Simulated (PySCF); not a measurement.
C2H6BFO, SMILES CB(F)CO.

Geometry optimised at PBE-D3(BJ)/def2-SVP. This is a generated structure with no PubChem entry under its InChIKey; it may be hypothetical. Other conformers were not sampled.

Computed with PBE-D3(BJ)/def2-SVP (PySCF).

No scaling factor is applied to the harmonic values.

```tsv
mode	ν (cm⁻¹)	IR (km/mol)	moving atoms (share of kinetic energy)
1	35	1.4	H 96 %
2	79	13.2	H 36 %, C 27 %, O 23 %, F 14 %
3	188	3.9	O 34 %, C 31 %, H 26 %
4	291	72.4	H 79 %, B 11 %
5	366	5.6	F 38 %, C 27 %, H 25 %, B 8 %
6	385	41.9	H 59 %, B 32 %
7	435	3.3	O 35 %, F 29 %, C 16 %, H 11 %, B 9 %
8	628	9.8	H 74 %, C 23 %
9	693	2.1	C 59 %, H 27 %, F 12 %
10	811	1.2	H 61 %, C 28 %, F 10 %
11	907	21.4	B 38 %, H 35 %, C 24 %
12	1069	91.8	C 45 %, O 36 %, B 10 %, H 8 %
13	1139	67.3	H 82 %, B 13 %
14	1145	100.9	H 53 %, B 31 %
15	1186	1.1	H 91 %
16	1251	51.8	H 55 %, B 22 %, C 15 %
17	1314	169.4	H 42 %, B 36 %, C 14 %
18	1355	66.2	H 74 %, C 20 %
19	1371	21.2	H 90 %
20	1388	36.2	H 75 %, B 16 %
21	1426	9.2	H 66 %, C 20 %, B 10 %
22	2857	51.0	H 95 %
23	2882	42.4	H 91 %, C 9 %
24	2967	0.7	H 96 %
25	3046	2.9	H 92 %, C 8 %
26	3097	7.5	H 90 %, C 10 %
27	3715	19.7	H 94 %
```
